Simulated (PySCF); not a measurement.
# Telling isomers of C₆H₄O₃ apart by NMR

One computed conformer, equivalent nuclei averaged, gas phase, non-relativistic. GFN2-xTB structure; shieldings: GIAO PBE0/pcSseg-1; PySCF 2.14.0 with density-fitted response routines.

δ = σ(ref) − σ, references computed at the same level: TMS for 1H, 13C. Where no couplings were computed, multiplicities follow the n + 1 count of equivalent neighbours, and m marks all less simple cases (inequivalent or close neighbours, rings, F or P nearby). Shifts are as computed. Against solution values, carbons near 30 ppm lie about +3 ppm off and those near 130 ppm about +5 ppm (rms about the fit 2.1 ppm; single classes can miss by 10 ppm). Of 1328 compounds with measured shifts, 309 miss one by over three times the rms of a fit or turn the order of signals round; such compounds aren't used in these exercises. Signals without a measured value on file couldn't be tested in this way; 1H shifts scatter by 0.2 ppm about their fit, and single ones miss by 0.5 ppm.

(1) Tabulate the signals of `O=Cc1cc(=O)cco1`, `CC#Cc1coc(=O)o1` and their relative energies.

(2) What is the quickest way to tell O=Cc1cc(=O)cco1 from CC#Cc1coc(=O)o1?

Answers

(1) 
```json
{"SMILES": "O=Cc1cc(=O)cco1", "carbon types": "2×C 4×CH", "δC": "192.2, 177.8, 161.7, 159.6, 129.2, 126.3", "δH": "9.96 (s, 1H), 7.84 (d, 1H), 7.17 (s, 1H), 6.59 (d, 1H)", "E rel. (kcal/mol)": "0.0"}
{"SMILES": "CC#Cc1coc(=O)o1", "carbon types": "4×C 1×CH 1×CH3", "δC": "156.8, 142.3, 135.2, 109.7, 70.6, 5.7", "δH": "7.16 (s, 1H), 2.35 (s, 3H)", "E rel. (kcal/mol)": "18.2"}
```

Energies are electronic energies at PBE0/pcSseg-1 on these geometries, without zero-point or thermal terms, each for the one conformer computed, which needn't be the lowest.

(2) Both give the same number of carbon signals, but DEPT or the intensities differ. The first has an aldehyde carbonyl carbon (CH) at 192.2 ppm, the second an alkyne carbon (C) at 70.6 ppm. Their most deshielded carbons lie at 192.2 and 156.8 ppm. In the proton spectra the most deshielded non-exchanging signals are 9.96 (s, 1H) and 7.16 (s, 1H).
